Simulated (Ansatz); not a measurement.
Geometry optimisation, RKS r2SCAN/def2-SVP in Ansatz 0.2.0.

Input file:

```yaml
crystal:
  periodic: [false, false, false]
  atoms:
    - { symbol: C, position_ang: [-0.5549, 1.12, -0.6422] }
    - { symbol: Ge, position_ang: [-0.2859, -0.4267, 0.4196] }
    - { symbol: "N", position_ang: [1.4061, -0.3514, 1.1198] }
    - { symbol: Zn, position_ang: [-0.4519, -2.6254, -1.1246] }
    - { symbol: H, position_ang: [-1.6258, 1.1163, -1.0952] }
    - { symbol: H, position_ang: [-0.5021, 2.0835, -0.0187] }
    - { symbol: H, position_ang: [0.164, 1.2106, -1.4748] }
    - { symbol: H, position_ang: [-1.2777, -0.4649, 1.5666] }
    - { symbol: H, position_ang: [1.96896, -1.14041, 0.77822] }
    - { symbol: H, position_ang: [1.35452, -0.50037, 2.17478] }
    - { symbol: H, position_ang: [-0.4111, -2.0123, -0.7956] }
basis:
  gaussian: { orbitals: def2-SVP }
hamiltonian:
  xc: r2scan
relax:
  f_tol: 0.015
  max_steps: 40
```

Launched with:

```bash
$ ansatz run input.yaml --threads 2 --pin off --max-ram 3072MiB --backend cpu --events-out ev --progress --plain --runs-dir out
```

Q: Where does it end, and by what steps?

A: The run converged. The force dipped under the threshold on the way, but the program's further checks kept it going. After 17 steps the energy has fallen by 25.285 eV; Zn4 moved furthest, 1.56 Å. The start is strongly strained (largest force component 103 eV/Å), so its close contacts needn't be bonds. Parted: Ge2–Zn4 (2.69 → 3.60 Å), Zn4–H11 (0.70 → 3.08 Å). Joined: Ge2–H11 (2.00 → 1.55 Å).

```
step  energy less start (eV)  largest force component (eV/Å)  accepted
   0                  0.0000                         102.736       yes
   1                -20.7194                          15.795       yes
   2                -22.8622                           7.559       yes
   3                -24.2076                           2.878       yes
   4                -24.8964                           0.762       yes
   5                -24.9354                           0.679       yes
   6                -25.1013                           0.808       yes
   7                -25.1815                           0.552       yes
   8                -25.2286                           0.363       yes
   9                -25.2555                           0.131       yes
  10                -25.2624                           0.086       yes
  11                -25.2710                           0.080       yes
  12                -25.2789                           0.116       yes
  13                -25.2824                           0.128       yes
  14                -25.2842                           0.087       yes
  15                -25.2847                           0.026       yes
  16                -25.2849                           0.011       yes
  17                -25.2849                           0.004       yes
```

```xyz
11
Properties=species:S:1:pos:R:3
C -0.577 1.047 -0.706
Ge -0.577 -0.315 0.683
N 1.186 -0.573 1.171
Zn 0.985 -2.510 -1.708
H -1.603 1.309 -1.002
H -0.065 1.951 -0.345
H -0.045 0.677 -1.597
H -1.304 0.148 1.957
H 1.766 -0.883 0.389
H 1.308 -1.254 1.921
H -1.289 -1.587 0.145
```

Whether the end is a true minimum wasn't checked by a vibrational analysis.

Time of the run: 110 s on 2 threads of Arm Neoverse V1, with other jobs on the host, peak memory 0.21 GiB.
